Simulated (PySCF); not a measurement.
Ge(OH)3(OMe) (CH6GeO4), SMILES [OH][Ge]([OH])([O]C)[OH].

Geometry: B3LYP-D3(BJ)/def2-SVP. The values are those of a single conformer.

All values below come from PBE0/def2-TZVP in PySCF.

The molecule is in vacuum.

```
Item                                                                                                           Result
---------------------------------------------------------------------------------------------  ----------------------
total energy                                                                                      -2419.23926 hartree
highest occupied level                                                                                       -8.28 eV
lowest empty level                                                                                           -0.24 eV
orbital gap                                                                                                   8.04 eV
dipole moment                                                                                                  0.52 D
quadrupole, principal values (traceless, Buckingham form, about the centre of nuclear charge)  -1.53, -0.42, 1.95 D·Å
mean static polarisability                                                                       52.2 bohr³ (7.74 Å³)
polarisability, principal values                                                               48.5, 50.3, 57.8 bohr³
```
